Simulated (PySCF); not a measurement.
Cartesian coordinates (Å):
```xyz
7

Y     -0.2160    -0.2206     0.0652
O     -0.9907    -0.5371    -1.7913
H     -1.3603    -0.6813    -2.6709
O      1.1886    -1.4852     0.8227
H      1.8569    -2.0809     1.1828
O     -0.8471     1.3675     1.1703
H     -1.1504     2.1232     1.6882
```
Charge 0, multiplicity 1.

### Question
Give the total energy, HOMO, HOMO–LUMO gap, LUMO, charge on the central atom (Mulliken) and dipole moment at the level TPSSh-D3(BJ)/def2-TZVP // TPSS-D3(BJ)/def2-SVP run with PySCF.

### Answer

```
Property                                    Result
-------------------------------------  -----------
total energy                           -7240.61 eV
HOMO                                      -6.93 eV
HOMO–LUMO gap                              5.37 eV
LUMO                                      -1.56 eV
charge on the central atom (Mulliken)       1.53 e
dipole moment                               0.02 D
```
